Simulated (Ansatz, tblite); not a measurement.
Removing and adding an electron: `FC(F)(F)c1ccc(-c2ccc(-c3ccc(-c4ccc(-c5ccc(-c6ccc(C(F)(F)F)cc6)cc5)cc4)cc3)cc2)cc1`. Charge 0, multiplicity 1. Geometry: PBE-D4/def2-SVP. Ansatz, gas phase; energy differences of separate SCF runs; the oxidised species was run as a doublet alone; the reduced species was run as a doublet alone.

Cartesian coordinates in Å:
```
F -7.680 5.712 10.707
C -7.377 4.393 10.769
F -6.739 4.174 11.947
F -8.552 3.713 10.829
C -6.541 3.945 9.596
C -6.446 4.731 8.436
C -5.699 4.280 7.343
C -5.030 3.035 7.378
C -4.240 2.559 6.219
C -4.185 1.186 5.885
C -3.443 0.737 4.789
C -2.714 1.638 3.978
C -1.925 1.161 2.820
C -0.710 1.785 2.454
C 0.037 1.333 1.363
C -0.396 0.239 0.579
C 0.394 -0.238 -0.579
C -0.236 -0.759 -1.732
C 0.510 -1.208 -2.825
C 1.923 -1.161 -2.820
C 2.714 -1.638 -3.978
C 3.961 -1.057 -4.305
C 4.708 -1.509 -5.396
C 4.243 -2.561 -6.218
C 5.033 -3.038 -7.376
C 4.398 -3.492 -8.555
C 5.143 -3.941 -9.651
C 6.547 -3.948 -9.592
C 7.363 -4.380 -10.785
F 7.793 -3.311 -11.505
F 8.469 -5.070 -10.410
F 6.654 -5.168 -11.628
C 7.197 -3.505 -8.426
C 6.448 -3.055 -7.335
C 2.995 -3.141 -5.893
C 2.251 -2.692 -4.799
C 2.552 -0.641 -1.665
C 1.807 -0.189 -0.573
C -1.613 -0.383 0.943
C -2.357 0.065 2.038
C -2.768 3.010 4.315
C -3.515 3.460 5.406
C -5.135 2.259 8.557
C -5.879 2.705 9.652
H -6.966 5.699 8.391
H -5.654 4.894 6.431
H -4.751 0.459 6.486
H -3.410 -0.340 4.567
H -0.334 2.630 3.050
H 0.971 1.852 1.098
H -1.335 -0.776 -1.788
H -0.017 -1.569 -3.721
H 4.337 -0.209 -3.713
H 5.658 -1.009 -5.641
H 3.300 -3.468 -8.623
H 4.634 -4.288 -10.562
H 8.295 -3.530 -8.370
H 6.967 -2.739 -6.418
H 2.619 -3.987 -6.488
H 1.303 -3.195 -4.554
H 3.651 -0.624 -1.607
H 2.332 0.174 0.323
H -1.972 -1.248 0.366
H -3.307 -0.433 2.283
H -2.227 3.741 3.695
H -3.522 4.534 5.648
H -4.598 1.301 8.624
H -5.935 2.096 10.567
```

The xTB rows come from tblite. Single mean-field runs in def2-TZVP are fitted with def2-universal-jkfit.

Problem. Estimate orbital energies and vertical ionisation energies and electron affinities at: GFN1-xTB; GFN2-xTB; PBE-D4/def2-TZVP; PBE0-D4/def2-TZVP.

Solution. 
```csv
level,−HOMO (eV),vertical IE (eV),−LUMO (eV),vertical EA (eV),HOMO–LUMO gap (eV),IE − EA (eV)
GFN1-xTB,11.34,12.76,8.78,7.50,2.57,5.27
GFN2-xTB,10.36,11.84,7.81,6.52,2.55,5.32
PBE-D4/def2-TZVP,5.43,6.82,2.77,1.60,2.65,5.22
PBE0-D4/def2-TZVP,6.20,7.18,2.08,1.26,4.13,5.92
```

 Raw xTB energy differences between charge states are shifted by several eV; the methods need an empirical correction for them. Sets without diffuse functions give affinities that are too small.
